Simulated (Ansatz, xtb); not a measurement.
# Isomers of C3H5F3Ge in order of energy

3 gas-phase structures of C3H5F3Ge, from a drawn sample of its isomers (lower ones may exist). Each was relaxed with GFN2-xTB; where two conformers were screened, the lower at r2SCAN-D4/def2-SVP is listed:

A. `FC(F)(F)/C=[CH]/[GeH3]`, a singlet
B. `C=[C]([GeH3])C(F)(F)F`, a singlet
C. `FC(F)(F)/C=[CH]\[GeH3]`, a singlet

Which do you expect lowest at r2SCAN-D4/def2-SVP, and how would the others follow?

Calculated order at r2SCAN-D4/def2-SVP: A (0.000), B (0.066), C (0.067) eV. Less than 1 kcal/mol parts B and C, so the order within that pair means little.

Energies above the lowest of each column, in eV; the last columns are at PBE-D3(BJ)/def2-SVP geometries:

```json
{"structure": "A", "GFN2-xTB": "0.169", "HF/STO-3G": "0.000", "r2SCAN-D4/def2-SVP": "0.000", "PBE-D3(BJ)/def2-SVP": "0.021", "CCSD(T)/def2-SVP + ΔMP2/def2-TZVPP": "0.022"}
{"structure": "B", "GFN2-xTB": "0.000", "HF/STO-3G": "0.132", "r2SCAN-D4/def2-SVP": "0.066", "PBE-D3(BJ)/def2-SVP": "0.000", "CCSD(T)/def2-SVP + ΔMP2/def2-TZVPP": "0.000"}
{"structure": "C", "GFN2-xTB": "0.010", "HF/STO-3G": "0.155", "r2SCAN-D4/def2-SVP": "0.067", "PBE-D3(BJ)/def2-SVP": "0.055", "CCSD(T)/def2-SVP + ΔMP2/def2-TZVPP": "0.088"}
```

CCSD(T)/def2-SVP + ΔMP2/def2-TZVPP has A and B within 1 kcal/mol of each other at the bottom, and every level picks one of them. CCSD(T)/def2-SVP + ΔMP2/def2-TZVPP orders those it was run on as B (0.000), A (0.022), C (0.088) eV. Less than 1 kcal/mol parts B and A, so the order within that pair means little. C keeps a small imaginary mode. ΔMP2 is the change of the MP2 energy from the smaller to the larger basis.

Programs: Ansatz 0.2.0, xtb 6.7.1.
